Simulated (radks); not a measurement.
Task: Isoelectronic series with 20 electrons, all held in the configuration [Ar] 4s2, which need not be the ground one along the series. Method: scalar-relativistic Kohn-Sham, PBE, spin-polarised, spherical densities, point nucleus; computed with a radial shooting solver on a logarithmic mesh with Libxc functionals. Total energies (hartree) and orbital eigenvalues (Ry):

ion    E (hartree)         4s         3p         3s
Ca      -680.32517   -0.27682   -2.05856   -3.46118
Mn5+   -1149.32202   -4.59055  -11.18471  -13.58990
Br15+  -2480.33548  -23.44023  -47.07466  -51.85389
Zr20+  -3347.01395  -37.82519  -73.64292  -79.90698
Rh25+  -4352.06788  -55.56814  -106.0070  -114.0663
Sn30+  -5499.54143  -76.74220  -144.2376  -154.5146
Cs35+   -6794.2455  -101.4417  -188.4233  -201.4803

Estimate the row of Zn10+.

Result: E (hartree) -1748.67442; 4s -12.36451; 3p -26.25558; 3s -29.77139.
